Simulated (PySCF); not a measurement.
Molecule: `InChI=1S/C5H9N2/c1-6-4-3-5-7(6)2/h3-5H,1-2H3/q+1`.

Geometry (Å), atoms numbered from 1 in this order:
```xyz
16

C    -1.519   -1.066    0.033
N    -0.145   -0.656    0.021
C     0.949   -1.421    0.047
C     2.060   -0.595    0.021
C     1.562    0.695   -0.021
N     0.228    0.633   -0.021
C    -0.714    1.712   -0.058
H    -2.036   -0.665    0.907
H    -2.033   -0.728   -0.869
H    -1.563   -2.152    0.072
H     0.894   -2.491    0.081
H     3.088   -0.893    0.033
H     2.087    1.630   -0.052
H    -1.348    1.707    0.831
H    -0.171    2.654   -0.092
H    -1.348    1.644   -0.944
```

Total charge +1.

Frames of a GFN2-xTB Langevin trajectory at 200 K; GIAO PBE0/pcSseg-1 shieldings in PySCF 2.14.0 with density-fitted response routines, gas phase, non-relativistic; equivalent atoms averaged within each frame.

δ = σ(ref) − σ, references computed at the same level: 13C (σref 186.93), 1H (σref 31.72) against TMS; NH3 for 15N (σref 267.73). The references are static minima.

Question: How do the shifts (ppm) fluctuate along the trajectory?

Answer: 
| time (fs) | C3/C5 | C4 | C1/C7 | N2/N6 | H11/H13 | H12 | H8/H9/H10/H14/H15/H16 |
| --- | --- | --- | --- | --- | --- | --- | --- |
| optimised geometry | 145.7 | 118.3 | 36.1 | 218.8 | 8.16 | 7.23 | 4.27 |
| 250 | 145.2 | 121.4 | 37.6 | 235.0 | 8.28 | 7.22 | 4.32 |
| 425 | 145.9 | 114.9 | 35.1 | 221.6 | 8.21 | 7.43 | 4.65 |
| 625 | 145.0 | 119.4 | 38.8 | 213.4 | 7.84 | 7.23 | 4.80 |
| 800 | 147.3 | 121.9 | 35.6 | 212.2 | 7.97 | 6.82 | 4.37 |
| 1000 | 146.1 | 120.7 | 42.4 | 217.7 | 8.44 | 7.84 | 4.63 |
| mean of frames | 145.9 | 119.7 | 37.9 | 220.0 | 8.15 | 7.31 | 4.55 |
| standard deviation | 0.9 | 2.8 | 2.9 | 9.2 | 0.24 | 0.37 | 0.20 |

5 frames give an uncertainty of the mean of about the standard deviation over 2.2 at best, since frames this close in time may not be independent; classical motion lacks zero-point vibration, and the reference would need the same averaging.
